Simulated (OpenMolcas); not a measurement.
# Lines of neutral tantalum: computed and rescaled rates

| Quantity | Value |
| --- | --- |
| Program | OpenMolcas |
| Method | MS-CASPT2, IPEA 0.25 Eh, imaginary shift 0.1 Eh (closed shells correlated: 5s 5p) |
| Basis | ANO-RCC-VQZP [9s8p6d4f3g2h] |
| Scalar Hamiltonian | DKH2, point nucleus |
| Active space | 5 electrons in 6 orbitals (5d 6s) |
| State averaging | 2S+1 = 4 even, 50 roots; 2S+1 = 6 even, 6 roots kept (CI in the orbitals of an earlier block); 2S+1 = 2 even, 98 roots kept (CI in the orbitals of an earlier block) |
| Spin-orbit coupling | RASSI with atomic mean-field integrals over the reference wave functions, term energies averaged over their components |

Rates come from the transition moments of the reference wave functions (E1 and E2 in the length form). At fixed line strength A goes as λ^-3 for E1 and M1 and as λ^-5 for E2, so a rate at the computed wavelength can be rescaled to the measured one. Measured vacuum wavelengths follow from level energies in NIST Handbook of Basic Atomic Spectroscopic Data. Branching counts decays inside the model space alone, at computed energies, and the table is only a selection of the M1 lines, drawn from those between levels with measured partners whose computed energy lies within a factor of 1.5 of the measured one.

```csv
Upper,Lower,Type,λ computed (nm),λ measured (nm),A computed (s-1),A rescaled (s-1),Branching %
5d³ 6s² ⁴F_9/2,5d³ 6s² ⁴F_7/2,M1,6121,6035,1.07e-01,1.12e-01,100.0
5d³ 6s² ⁴F_5/2,5d³ 6s² ⁴F_3/2,M1,5416,4975,2.55e-01,3.29e-01,100.0
5d³ 6s² ⁴F_7/2,5d³ 6s² ⁴F_5/2,M1,5267,5118,2.76e-01,3.01e-01,100.0
5d³ 6s² ⁴P_5/2,5d³ 6s² ⁴P_3/2 [69 %],M1,3696,3140,2.60e-01,4.24e-01,83.7
5d³ 6s² ⁴P_1/2,5d³ 6s² ⁴F_3/2,M1,1717,1653,3.20e-02,,98.7
5d³ 6s² ⁴P_3/2 [69 %],5d³ 6s² ⁴F_3/2,M1,1703,1648,2.60e-01,,83.5
```

Spin-changing lines and M1 lines between different terms are not rescaled, since their strength hangs on the term gaps too.

The largest correction is for 5d³ 6s² ⁴P_5/2 → 5d³ 6s² ⁴P_3/2 [69 %] (M1): 2.60e-01 × (3696 / 3140)^3 = 4.24e-01 s-1, a factor of 1.63.

The computed rate and branching of 5d³ 6s² ⁴F_5/2 → 5d³ 6s² ⁴F_3/2 give the upper level a radiative lifetime of 1.000 / 2.55e-01 s-1 = 3.92e+00 s, counting decays inside the model space alone. The rescaled rate gives about 3.0e+00 s.

No measured rate stands beside these. Rescaling mends the energy factor alone: line strengths can still be far off where a level mixes with configurations outside the active space, and weak or spin-changing lines hang on small mixing coefficients that depend on the term gaps too, so rescaling need not improve them.

CASPT2 breaks the degeneracy within a term, and the mean is taken; among the terms shown or strongly mixed into the levels shown the widest spread is 1200 cm-1 (5d³ 6s² ⁴F). Over all roots computed the reference weight is 0.87 to 0.92; the roots of lowest weight are the least certain, and an intruder state may touch them. Blocks of more than 70 roots (2S+1 = 2 even) ran without multistate coupling. Configurations are named by rounded mean occupations; where the s occupation lies near a half they are strongly mixed, a name can repeat and a true partner stay unpaired. Measured partners are found by configuration, term and J. A level has none where our copy of the source lacks it or the pairing is in doubt (some pairs that miss far off the trend of their configuration count as doubtful). Levels of configurations outside the active space are missing.

A share in square brackets marks a mixed level and gives the weight of the term that names it.
